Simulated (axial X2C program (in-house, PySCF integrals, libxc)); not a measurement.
**HfCN⁻: properties at the nuclei**

Computed with an axial X2C code built on PySCF integrals: two-component X2C with atomic mean-field Coulomb and Gaunt terms, Gaussian nuclei, basis Hf dyall-v3z, C dyall-v3z, N dyall-av3z with contracted cores.

Hf–C–N held linear, with bonds 2.241 and 1.169 Å (near the PBE0 minimum at charge -1 of the determinant lowest at the starting distance; the state shown can have its own minimum elsewhere, held linear; other orders of the atoms were not compared).

Determinant lowest in the PBE0 search, Ω = 2 (⟨Sz⟩ = -0.96, ⟨Lz⟩ = 2.96 at PBE0), spin on the atoms Hf -0.94, C 0.03, N -0.06:

```csv
level,Eeff magnitude (GV/cm),Ws magnitude Hf (kHz),A∥/gI Hf (MHz),qzz Hf (a.u.),A∥/gI C (MHz),qzz C (a.u.),A∥/gI N (MHz),qzz N (a.u.)
PBE0,7.75,3.97,343,-5.05,9.53,-0.68,18.2,-1.03
HF,48.7,25.1,-76.7,-4.10,10.2,-0.78,14.9,-1.17
TPSSh,5.79,2.88,356,-4.84,9.14,-0.67,17.9,-1.02
```

Eeff is the effective electric field on the electron electric dipole moment in this Ω state and Ws the scalar–pseudoscalar constant of the nucleus named (defined with the proton number Z and per Ω); A∥ (defined per Ω) follows by multiplying with gI = μI/(I μN); qzz is the electric field gradient, eQq0 = 234.96 MHz × Q/barn × qzz. The operators were transformed with the bare-nucleus X2C matrices; with these basis sets, hyperfine constants and field gradients can be off by tens of per cent, and where levels differ in sign neither size nor sign is settled.

Question: With Q(177Hf) = 3.365 barn, gI(13C) = 1.4048, gI(14N) = 0.4038, Q(14N) = 0.02044 barn (g factors from the IAEA table of nuclear moments by Stone; Q from Pyykkö, Mol. Phys. 2018), turn the PBE0 values of the first state into constants in MHz.

Answer: eQq0(177Hf) = 234.96 × (3.365) × (-5.05) = -3990 MHz; A∥(13C) = 9.53 × 1.4048 = 13.4 MHz; A∥(14N) = 18.2 × 0.4038 = 7.35 MHz; eQq0(14N) = 234.96 × (0.02044) × (-1.03) = -4.95 MHz.

The molecule was held linear; bending was not examined, so a bent shape may lie lower.

Each state is one determinant with collinear spin, which with several unpaired electrons need not be a pure state. Unrestricted Hartree–Fock can overshoot spin polarisation at the nuclei. For an anion, determinants above electron detachment, or with a positive highest level, are held by the basis set. With several open shells hyperfine constants can be off by a factor of several. Where Eeff spreads by more than a factor of two the levels disagree and none is to be relied on. Open-shell Ω = 0 determinants with evenly filled partner blocks cannot be reached by this program, so the Ω shown need not be the lowest component. At TPSSh a later determinant lies lower. States lie within half an eV, so the first need not be the ground state. Further determinants of the search, some of them spin-mixed, are not shown. Where a field gradient or hyperfine factor spreads by more than a factor of two over the levels, a constant derived from it is not to be relied on.
